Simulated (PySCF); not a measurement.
**SnCl₄: how level, basis and relativity move the structure**

Each row is its own optimisation.

Each entry is the lowest minimum that a search over a few typed start shapes (and spin states, where more than one is plausible) found, or that minimum re-optimised at the stated level; isomers with ligand–ligand bonds, or fragments after loss of a ligand pair, can lie lower. Open shells are unrestricted; no spin–orbit coupling; PySCF with density fitting.

```csv
level,2S+1,point group,mean bond to Sn (Å),highest ω (cm⁻¹),gap (eV),polar-tensor charge of Sn,distinct angles (°)
PBE0/def2-SVP (scalar-relativistic core potentials),1,Td,2.317,408,6.20,2.04,109
B3LYP/def2-TZVP (scalar-relativistic core potentials),1,Td,2.314,387,5.70,2.04,109
PBE/def2-TZVP (scalar-relativistic core potentials),1,Td,2.316,380,3.94,1.97,109
PBE0/def2-TZVP (scalar-relativistic core potentials),1,Td,2.289,405,6.57,2.08,109
```

Across these levels the mean bond spreads over 0.028 Å and the highest wavenumber over 29 cm⁻¹; all give the same point group.

Levels that gave another bonding pattern or an unsound solution are left out.
